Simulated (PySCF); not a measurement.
A GIAO shielding run with PySCF (density fitting, non-relativistic, gas phase) on `O=c1ccscc1C[SiH3]`, C₆H₈OSSi:

```
$ OMP_NUM_THREADS=1 python probes_run.py task.json out

{"job": {"kind": "nmr", "xc": "PBE0", "basis": "pcSseg-1"}, "charge": 0, "multiplicity": 1}
O      0.186978     0.192268     2.192706
C      0.746101    -0.014722     1.120800
C      2.016985    -0.717851     1.052695
C      2.673603    -1.048698    -0.068422
S      2.144842    -0.683559    -1.662985
C      0.684102     0.185058    -1.350212
C      0.147840     0.438074    -0.142879
C     -1.135958     1.169258    -0.008947
Si    -2.558034    -0.044055     0.417325
H      2.434844    -1.000393     2.009430
H      3.607155    -1.589983    -0.049621
H      0.209035     0.521672    -2.259871
H     -1.367101     1.714648    -0.923445
H     -1.047672     1.882706     0.810053
H     -3.774425     0.763573     0.527302
H     -2.675564    -0.968826    -0.718704
H     -2.299731    -0.787140     1.640746
```

Hardware: 1 thread of an Intel Xeon, shared host. The job also computes population analyses, field gradients, ring-centre shieldings.

(1) How large is the calculation?

(2) How long does it take, and how much memory does it need?

Answers

(1) 82 electrons, 207 basis functions and 1117 auxiliary functions.

(2) 2.8 min of wall time, with 15 SCF cycles and 5 response iterations; peak memory 0.93 GiB. Times on a shared host scatter by some tens of per cent.
